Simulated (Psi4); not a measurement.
formamide (CH3NO), singlet, geometry from GFN2-xTB; CCSD(T)/def2-SVP run with Psi4.

Input for Psi4:
```
memory 2 GB

molecule mol {
0 1
  N    -1.056416    0.213853    0.113341
  C     0.276176    0.307087   -0.056888
  O     1.031667   -0.626746   -0.079306
  H    -1.466593   -0.698964    0.232128
  H    -1.656729    1.017991    0.126490
  H     0.607847    1.355447   -0.176236
}

set basis def2-svp
set reference rhf

energy('ccsd(t)')
print_variables()
```

Output, abridged:

```
   => Loading Basis Set <=

    Name: DEF2-SVP
    Role: ORBITAL
    Keyword: BASIS

         ---------------------------------------------------------
                                   SCF
               by Justin Turney, Rob Parrish, Andy Simmonett
                          and Daniel G. A. Smith
                              RHF Reference
         ---------------------------------------------------------

  ==> Geometry <==

    Molecular point group: c1
    Full point group: C1

    Geometry (in Angstrom), charge = 0, multiplicity = 1:

       Center              X                  Y                   Z               Mass
    ------------   -----------------  -----------------  -----------------  -----------------
         N           -1.111663148246     0.250669407622     0.117343916124    14.003074004430
         C            0.220928851754     0.343903407622    -0.052885083876    12.000000000000
         O            0.976419851754    -0.589929592378    -0.075303083876    15.994914619570
         H           -1.521840148246    -0.662147592378     0.236130916124     1.007825032230
         H           -1.711976148246     1.054807407622     0.130492916124     1.007825032230
         H            0.552599851754     1.392263407622    -0.172233083876     1.007825032230

  Running in c1 symmetry.

  Rotational constants: A =      2.48048  B =      0.38538  C =      0.33356 [cm^-1]
  Rotational constants: A =  74362.82285  B =  11553.53076  C =   9999.87924 [MHz]
  Nuclear repulsion =   71.737604652305961

  Charge       = 0
  Multiplicity = 1
  Electrons    = 24
  Nalpha       = 12
  Nbeta        = 12

  ==> Algorithm <==

  SCF Algorithm Type is PK.
  DIIS enabled.
  MOM disabled.
  Fractional occupation disabled.
  Guess Type is SAD.
  Energy threshold   = 1.00e-08
  Density threshold  = 1.00e-08
  Integral threshold = 1.00e-12

  ==> Primary Basis <==

  Basis Set: DEF2-SVP
    Blend: DEF2-SVP
    Number of shells: 27
    Number of basis functions: 57
    Number of Cartesian functions: 60
    Spherical Harmonics?: true
    Max angular momentum: 2

  ==> Integral Setup <==

  Using in-core PK algorithm.
   Calculation information:
      Number of atoms:                   6
      Number of AO shells:              27
      Number of primitives:             51
      Number of atomic orbitals:        60
      Number of basis functions:        57

      Integral cutoff                 1.00e-12
      Number of threads:                 1

  Performing in-core PK
  Using 2734062 doubles for integral storage.
  We computed 71030 shell quartets total.
  Whereas there are 71631 unique shell quartets.

  ==> DiskJK: Disk-Based J/K Matrices <==

    J tasked:                  Yes
    K tasked:                  Yes
    wK tasked:                  No
    Schwarz Cutoff:          1E-12

  Minimum eigenvalue in the overlap matrix is 8.6598339827E-03.
  Reciprocal condition number of the overlap matrix is 1.7680555676E-03.
    Using symmetric orthogonalization.

  ==> Pre-Iterations <==

  SCF Guess: Superposition of Atomic Densities via on-the-fly atomic UHF (no occupation information).

   -------------------------
    Irrep   Nso     Nmo
   -------------------------
     A         57      57
   -------------------------
    Total      57      57
   -------------------------

  ==> Iterations <==

                        Total Energy        Delta E     RMS |[F,P]|

   @RHF iter SAD:  -168.17132924173777   -1.68171e+02   0.00000e+00
   @RHF iter   1:  -168.70052776933835   -5.29199e-01   8.41904e-03 DIIS/ADIIS
   @RHF iter   2:  -168.76887317286085   -6.83454e-02   5.61814e-03 DIIS/ADIIS
   @RHF iter   3:  -168.80534727370980   -3.64741e-02   8.75517e-04 DIIS/ADIIS
   @RHF iter   4:  -168.80673766107310   -1.39039e-03   3.28995e-04 DIIS/ADIIS
   @RHF iter   5:  -168.80696095807778   -2.23297e-04   7.47346e-05 DIIS
   @RHF iter   6:  -168.80699159924345   -3.06412e-05   3.67599e-05 DIIS
[...]
  @RHF Final Energy:  -168.80699833600249
    Total Energy =                       -168.8069983360024935
[...]
     5        -0.506638161280786    1.382e-03    0.014058    0.055008    0.055008    0.161760
     6        -0.506661733946505    4.048e-04    0.014133    0.055366    0.055366    0.161907
     7        -0.506652160631320    1.437e-04    0.014144    0.055411    0.055411    0.161894
     8        -0.506648017002882    4.804e-05    0.014146    0.055412    0.055412    0.161886
     9        -0.506649335963978    1.917e-05    0.014147    0.055413    0.055413    0.161884
    10        -0.506648298956222    8.330e-06    0.014147    0.055409    0.055409    0.161881
    11        -0.506648477153028    2.746e-06    0.014147    0.055407    0.055407    0.161881
    12        -0.506648383325897    1.196e-06    0.014147    0.055407    0.055407    0.161881
    13        -0.506648395392389    3.830e-07    0.014147    0.055407    0.055407    0.161881
    14        -0.506648399817485    1.389e-07    0.014147    0.055407    0.055407    0.161881
    15        -0.506648401546430    7.210e-08    0.014147    0.055407    0.055407    0.161881

    Iterations converged.

    Largest TIA Amplitudes:
              9   1        -0.0504903875
             10   0         0.0236643292
              9   7         0.0182698116
             10   5         0.0117017406
             11  17        -0.0116183846
             10   6         0.0111862273
             10   3        -0.0087995299
             11  13         0.0083424030
             11   1         0.0075325991
              9  17         0.0063066903

    Largest TIjAb Amplitudes:
     11  11   1   1        -0.0725470507
      9   9   1   1        -0.0588488066
     11  11  13  13        -0.0293035616
      9  11   1   1         0.0266906502
     11   9   1   1         0.0266906502
     11  11   1  17        -0.0200420479
     11  11  17   1        -0.0200420479
     10  10  18  18        -0.0199995347
      9  11  13  13        -0.0193877875
     11   9  13  13        -0.0193877875

    SCF energy       (wfn)                    = -168.806998336002493
    Reference energy (file100)                = -168.806998336002039

    Opposite-spin MP2 correlation energy      =   -0.361964748766210
    Same-spin MP2 correlation energy          =   -0.126778061492980
    Singles MP2 correlation energy            =   -0.000000000000000
    MP2 correlation energy                    =   -0.488742810259190
      * MP2 total energy                      = -169.295741146261236

    Opposite-spin CCSD correlation energy     =   -0.394076944720306
    Same-spin CCSD correlation energy         =   -0.112571456826124
    Singles CCSD correlation energy           =    0.000000000000000
    CCSD correlation energy                   =   -0.506648401546430
      * CCSD total energy                     = -169.313646737548481

            **************************
            *                        *
            *        CCTRIPLES       *
            *                        *
            **************************

    Wave function   =    CCSD_T
    Reference wfn   =      RHF

    Nuclear Rep. energy (wfn)                =   71.737604652305961
    SCF energy          (wfn)                = -168.806998336002493
    Reference energy    (file100)            = -168.806998336002039
    CCSD energy         (file100)            =   -0.506648401546430
    Total CCSD energy   (file100)            = -169.313646737548481

    Number of ijk index combinations:              364
    Approx. words needed per explicit thread:          364500
    Number of threads for explicit ijk threading:    1

    MKL num_threads set to 1 for explicit threading.

    (T) energy                                =   -0.015125525064981
      * CCSD(T) total energy                  = -169.328772262613455

  Variable Map:
  ----------------------------------------------------------------------------
[...]
  Array Variable Map:
  ----------------------------------------------------------------------------
[...]
[...]
```
